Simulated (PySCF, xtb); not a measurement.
Donor–acceptor adduct: AlH3 (SMILES [AlH3]) (first 4 atoms) with H2S (SMILES S); geometry from B3LYP-D3(BJ)/def2-TZVP, rigid monomers moved along the line of their centres of mass till Al1···S5 is 4.64 Å.
(charge 0, multiplicity 1):
```xyz
7

Al    -0.2520    -0.1264     0.4923
H     -1.0017    -1.4932     0.8004
H     -1.1170     1.1968     0.3387
H      1.1968    -0.1837    -0.1560
S      1.2233     0.8001     4.7894
H      1.7291    -0.4086     5.0915
H      0.0764     0.5643     5.4504
```

Interaction energies are E(AB) − E(A) − E(B) at the monomers' geometry in the complex; basis-set methods are counterpoise corrected. Rows marked so take none.

Rows in LANL2DZ, STO-3G carry no dispersion term and start afresh at each structure. LANL2DZ brings its own core potentials from Na on.

Programs: PySCF for LANL2DZ rows, STO-3G rows; xtb for the GFN methods. 

Question: One of these levels gives -7.4 kJ/mol for the interaction energy. Which?
A) HF/STO-3G (no counterpoise)
B) GFN1-xTB
C) B3LYP/LANL2DZ (no counterpoise)

Answer: C, B3LYP/LANL2DZ (no counterpoise). The others give -15.6 (GFN1-xTB), -2.7 (HF/STO-3G (no counterpoise))
